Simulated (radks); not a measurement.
The numbers below are computed, except where a source is named.
Neutral iron, 26 electrons, occupied as [Ar] 3d6 4s2. Code: a radial shooting solver on a logarithmic mesh with Libxc functionals. Model: non-relativistic Kohn-Sham, TPSS, spin-polarised, spherical densities, point nucleus; open shells are filled with parallel spins first; meta-GGA in the generalised Kohn-Sham scheme.

Radial electron density D(r) = 4 pi r^2 rho(r):

| r (bohr) | D(r) (e/bohr) | spin D(r) |
|---|---|---|
| 0.003808 | 1.782 | 0.0000274 |
| 0.005038 | 2.927 | 0.0000446 |
| 0.006613 | 4.646 | 0.0000698 |
| 0.008681 | 7.190 | 0.000105 |
| 0.01139 | 10.76 | 0.000150 |
| 0.01496 | 15.42 | 0.000193 |
| 0.01979 | 21.05 | 0.000203 |
| 0.02597 | 26.43 | 0.000109 |
| 0.03409 | 30.26 | -0.000201 |
| 0.04475 | 31.02 | -0.000811 |
| 0.05874 | 28.50 | -0.00136 |
| 0.07772 | 24.94 | 0.000531 |
| 0.102 | 24.79 | 0.0135 |
| 0.1339 | 29.56 | 0.0620 |
| 0.1758 | 34.50 | 0.203 |
| 0.2307 | 31.99 | 0.531 |
| 0.3052 | 21.52 | 1.18 |
| 0.4006 | 13.59 | 2.14 |
| 0.5259 | 14.20 | 3.16 |
| 0.6903 | 16.72 | 3.65 |
| 0.906 | 13.72 | 3.23 |
| 1.189 | 7.661 | 2.24 |
| 1.574 | 3.338 | 1.24 |
| 2.065 | 1.690 | 0.560 |
| 2.711 | 1.056 | 0.173 |
| 3.558 | 0.5791 | 0.00962 |
| 4.671 | 0.2120 | -0.0182 |
| 6.18 | 0.04557 | -0.00842 |
| 8.112 | 0.005422 | -0.00163 |
| 10.65 | 0.0002822 | -0.000119 |

D(r) has 3 maxima, at r = 0.0413, 0.187, 0.696 bohr, and minima at 0.0905, 0.445 bohr, inside which lie 2.13, 10.67 electrons.
